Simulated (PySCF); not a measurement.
CH₇ClSi₂.
SMILES with atom numbers: `[SiH3:1][CH:2]([SiH3:3])[Cl:4]` (hydrogens: H5, H6, H7 on Si1; H8 on C2; H9, H10, H11 on Si3)

Method: PySCF, PBE0-D3(BJ)/def2-SVP geometry optimisation, gas phase; density fitting, grid level 1; the optimiser is geomeTRIC in internal coordinates, started from a GFN2-xTB structure with every atom displaced at random (about 0.01 Å).

Step 0: E = -29406.9228 eV
```
atom  x, y, z in Å  |  force x, y, z in eV/Å
Si1    -2.0671    0.6868    1.0303    0.109   1.358  -0.676
C2     -0.6593    1.7943    0.3849    0.163  -0.014   0.358
Si3     1.1146    1.1744    0.6150   -0.512   0.241   0.543
Cl4    -0.7343    3.3658    1.2719   -0.106   0.198   0.189
H5     -1.8917    0.4790    2.4440    0.159  -0.253   0.998
H6     -2.0548   -0.5421    0.2791   -0.008  -1.011  -0.472
H7     -3.3338    1.4175    0.7849   -0.218   0.012   0.000
H8     -0.8059    2.0626   -0.6634   -0.149  -0.135  -0.367
H9      1.3563    0.9603    2.0692    0.014  -0.077   0.032
H10     1.2690   -0.0726   -0.1216    0.162  -0.677  -0.367
H11     2.0395    2.1919    0.1184    0.386   0.360  -0.238
```

Step 1: E = -29407.0230 eV
```
atom  x, y, z in Å  |  force x, y, z in eV/Å
Si1    -2.0626    0.7321    1.0102    0.032  -0.135   0.123
C2     -0.6541    1.8396    0.3957   -0.079   0.125  -0.066
Si3     1.1048    1.1756    0.6300    0.104   0.005  -0.030
Cl4    -0.7805    3.4306    1.2696    0.037  -0.195  -0.077
H5     -1.8604    0.4712    2.4689   -0.025   0.006  -0.068
H6     -2.0400   -0.5730    0.2687    0.037   0.091   0.022
H7     -3.3790    1.3946    0.7922   -0.004   0.046  -0.017
H8     -0.8074    2.0587   -0.6755    0.004  -0.004   0.044
H9      1.3554    0.9093    2.0747   -0.010   0.033   0.024
H10     1.2809   -0.1045   -0.1297   -0.084   0.048  -0.001
H11     2.0755    2.1838    0.1081   -0.014  -0.020   0.046
```

Question: Estimate the geometry and energy of step 2. (The exact step hangs on the optimiser's Hessian estimate; all steps are aligned on step 1, rigid shifts and turns removed.)

Answer: E = -29407.0276 eV, largest force 0.067 eV/Å
```
atom  x, y, z in Å  |  force x, y, z in eV/Å
Si1    -2.0571    0.7291    1.0148    0.004  -0.047   0.025
C2     -0.6551    1.8385    0.3912   -0.020   0.060  -0.023
Si3     1.1035    1.1785    0.6298    0.028  -0.025  -0.008
Cl4    -0.7765    3.4197    1.2661    0.006  -0.014   0.000
H5     -1.8585    0.4668    2.4701   -0.006   0.003  -0.009
H6     -2.0235   -0.5675    0.2683    0.007   0.007  -0.002
H7     -3.3712    1.3979    0.7918    0.007   0.012  -0.003
H8     -0.8107    2.0574   -0.6783   -0.009  -0.016   0.003
H9      1.3456    0.9168    2.0777   -0.003   0.017   0.002
H10     1.2555   -0.0998   -0.1326   -0.017   0.000  -0.007
H11     2.0805    2.1807    0.1139    0.004   0.001   0.020
```

The energy changes by -0.0046 eV. The first-order estimate −F·Δx gives -0.0078 eV and the mean of the old and new forces, exact on a quadratic surface, -0.0046 eV. The step makes an angle of 60° with the force vector and moves no atom by more than 0.026 Å.

What follows is the cost of the whole optimisation. Hardware: an Arm Neoverse V1 with one thread (shared host). Cost: 19 s wall, 0.43 GiB resident at most.
